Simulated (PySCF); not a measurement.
Gas-phase thermal properties of SiH2Br2

Computed with PySCF (xtb for GFN2) and rigid-rotor harmonic-oscillator thermochemistry at 1 bar. The comparison is the NASA 1993 polynomial table, which mixes measured and estimated data. 6-31G* has spherical d functions here. All species are closed-shell singlets. B3LYP is the form with VWN-RPA correlation. Br: all electrons, no relativistic terms. The harmonic model lacks anharmonicity and excited electronic states, which grow with temperature; levels with a mode under 35 cm⁻¹ are left out. Soft modes under 120 cm⁻¹ make the harmonic entropy rough for SiH2Br2. The table's entry may be an old estimate for SiH2Br2 (not checked at source).

```csv
level,point group,σ,ZPE (kJ/mol),S°298 (J/mol/K),Cp298 (J/mol/K),S°1000 (J/mol/K),H1000 − H298 (kJ/mol)
table,-,-,-,310.1,65.6,408.7,59.3
B3LYP/6-31G*,C2v,2,51.5,311.2,65.7,409.7,59.1
GFN2-xTB,C2v,2,49.7,314.6,69.5,415.7,60.4
HF/6-31G*,C2v,2,55.7,308.4,63.2,404.4,57.8
PBE/def2-SVP,C2v,2,49.4,312.2,66.8,411.9,59.8
PBE0/def2-TZVP,C2v,2,51.1,310.7,65.8,409.4,59.2
```
σ: rotational symmetry number. Electronic degeneracy used: 1. Frequencies are unscaled.
